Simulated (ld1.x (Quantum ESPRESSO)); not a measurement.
Scattering properties, TM potential for gold (Au)

ld1.x (Quantum ESPRESSO) 7.5 input, shortened:

```
&input
   title='Au', zed=79., rel=1, dft='PBESOL', iswitch=3,
   config='[Xe] 4f14 5d10 6s1 6p0'
 /
 &inputp
   pseudotype=2, tm=.true., lloc=0,
   nlcc=.true., rcore=0.90
 /
3
6P  2  1   0.00   0.00  2.95  2.95  0.0
5D  3  2  10.00   0.00  1.45  1.45  0.0
6S  1  0   1.00   0.00  2.40  2.40  0.0
 &test
   configts(1)='5d10 6s1 6p0'
 /
```

The phase is arctan(r·u′/u) with u = r·R(r), unwrapped; energies in Ry, scanned from -3 to 5 Ry. A pole is an energy at which the radial function vanishes at the test radius. The pseudo phase is shifted by a multiple of π to meet the all-electron one at the reference energy, and phase errors are pseudo minus all-electron; the curves can meet again beyond the range given. Levels narrower than the energy grid can be missing from the lists of poles.

```json
{"channel": "s", "radius (bohr)": "3.20", "reference energy (Ry)": "-0.43", "poles, all-electron": "0.36", "poles, pseudo": "0.35, 4.81", "unbroken range about the reference energy with phases within 0.05 rad": "below 1.8", "phase error 1 Ry above the reference energy (rad)": "-0.004"}
{"channel": "p", "radius (bohr)": "3.20", "reference energy (Ry)": "-0.05", "poles, all-electron": "1.52", "poles, pseudo": "1.45", "unbroken range about the reference energy with phases within 0.05 rad": "below 2.5", "phase error 1 Ry above the reference energy (rad)": "-0.008"}
{"channel": "d", "radius (bohr)": "3.20", "reference energy (Ry)": "-0.51", "poles, all-electron": "-0.39, 3.55", "poles, pseudo": "-0.39, 3.97", "unbroken range about the reference energy with phases within 0.05 rad": "below 0.9", "phase error 1 Ry above the reference energy (rad)": "+0.014"}
```

Phases in the p channel:

```tsv
E (Ry)	all-electron	pseudo
-3.00	1.380	1.379
-2.76	1.371	1.369
-2.52	1.360	1.358
-2.28	1.347	1.346
-2.04	1.332	1.330
-1.80	1.313	1.312
-1.56	1.290	1.288
-1.32	1.259	1.257
-1.08	1.217	1.215
-0.84	1.155	1.154
-0.60	1.056	1.055
-0.36	0.873	0.872
-0.12	0.468	0.467
0.12	-0.335	-0.337
0.36	-0.972	-0.977
0.60	-1.254	-1.260
0.84	-1.393	-1.401
1.08	-1.477	-1.486
1.32	-1.534	-1.545
1.56	-1.577	-1.592
1.80	-1.614	-1.633
2.04	-1.647	-1.672
2.28	-1.680	-1.715
2.52	-1.716	-1.767
2.76	-1.756	-1.838
3.00	-1.808	-1.951
3.24	-1.879	-2.173
3.48	-1.992	-2.728
3.72	-2.197	-3.682
3.96	-2.642	-4.185
4.20	-3.439	-4.387
4.44	-4.016	-4.490
4.68	-4.278	-4.553
4.92	-4.410	-4.596
```
